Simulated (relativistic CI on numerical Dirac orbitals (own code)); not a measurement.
Bi27+: computed level list

Computed by Dirac-Coulomb-Breit CI, KLI orbitals optimised for each configuration, QED by a radiative potential, unscaled Slater integrals (own radial code, finite nucleus).

Configuration list (outside the closed core [Ar] 3d10): 4s²4p⁶4d¹⁰4f¹⁰, 4s²4p⁶4d¹⁰4f⁹5s, 4s²4p⁶4d¹⁰4f⁸5s², 4s²4p⁶4d⁹4f¹¹, 4s²4p⁶4d⁸4f¹², 4s²4p⁵4d¹⁰4f¹¹, 4s²4p⁶4d¹⁰4f⁹6s, 4s4p⁶4d¹⁰4f¹¹, 4s²4p⁴4d¹⁰4f¹², 4p⁶4d¹⁰4f¹², 4s4p⁶4d⁹4f¹², 4s4p⁵4d¹⁰4f¹². Levels of other configurations are missing.

```
No.   Configuration  Term   J   E (eV)   %  Landé g
 41  4s²4p⁶4d¹⁰4f¹⁰    ⁵D   4  18.0024  25    1.148
 42  4s²4p⁶4d¹⁰4f¹⁰    ³L   7  18.2353  45    0.979
 43  4s²4p⁶4d¹⁰4f¹⁰    ³M   9  18.6853  84    1.023
 44  4s²4p⁶4d¹⁰4f¹⁰    ⁵D   1  18.7091  67    1.268
 45  4s²4p⁶4d¹⁰4f¹⁰    ³F   3  19.0083  33    1.140
 46  4s²4p⁶4d¹⁰4f¹⁰    ³H   6  19.0192  46    1.026
 47  4s²4p⁶4d¹⁰4f¹⁰    ⁵D   0  19.4947  54         
 48  4s²4p⁶4d¹⁰4f¹⁰    ³H   5  19.7331  55    1.065
 49  4s²4p⁶4d¹⁰4f¹⁰    ³G   4  19.8125  35    0.993
 50  4s²4p⁶4d¹⁰4f¹⁰    ³G   3  20.4543  38    1.080
 51  4s²4p⁶4d¹⁰4f¹⁰    ³H   5  20.6965  66    1.035
 52  4s²4p⁶4d¹⁰4f¹⁰    ³F   2  20.8775  44    1.001
 53  4s²4p⁶4d¹⁰4f¹⁰    ³I   5  20.9584  42    0.992
 54  4s²4p⁶4d¹⁰4f¹⁰    ³K   7  21.0457  53    0.997
 55  4s²4p⁶4d¹⁰4f¹⁰    ³F   4  21.1134  44    1.063
 56  4s²4p⁶4d¹⁰4f¹⁰    ³K   8  21.8577  51    1.059
 57  4s²4p⁶4d¹⁰4f¹⁰    ³G   3  22.0266  55    0.896
 58  4s²4p⁶4d¹⁰4f¹⁰    ³I   6  22.5385  41    1.066
 59  4s²4p⁶4d¹⁰4f¹⁰    ³D   1  22.5682  49    0.644
 60  4s²4p⁶4d¹⁰4f¹⁰    ³P   2  22.6906  35    1.176
 61  4s²4p⁶4d¹⁰4f¹⁰    ³M   8  23.2993  47    0.973
 62  4s²4p⁶4d¹⁰4f¹⁰    ¹D   2  23.7082  34    0.844
 63  4s²4p⁶4d¹⁰4f¹⁰    ³H   5  23.7199  53    1.081
 64  4s²4p⁶4d¹⁰4f¹⁰    ³H   4  23.7842  38    1.062
 65  4s²4p⁶4d¹⁰4f¹⁰    ¹N  10  24.0460  92    1.004
 66  4s²4p⁶4d¹⁰4f¹⁰    ¹I   6  24.3464  46    1.046
 67  4s²4p⁶4d¹⁰4f¹⁰    ³F   3  24.3535  58    1.072
 68  4s²4p⁶4d¹⁰4f¹⁰    ³K   6  25.0489  63    0.968
 69  4s²4p⁶4d¹⁰4f¹⁰    ³H   4  25.2306  45    0.947
 70  4s²4p⁶4d¹⁰4f¹⁰    ³G   4  25.4643  60    1.022
```

Energies count from the lowest computed level.

The mean weight of the leading LS term, summed over parents, in these 30 levels is 50 %, and that of the leading jj configuration (from the same eigenvectors) 65 %, so jj coupling describes them better and the LS labels are nominal.

At this charge energies of transitions that change n are usually good to better than 1 %, and those within a shell (Δn = 0) to a few per cent. Terms inside the open d or f shell come out 10 to 20 % too wide with unscaled integrals.

LS names give the leading component of a level, which can be under half, so a name can repeat, a term be missing and a line seem to break the LS rules.
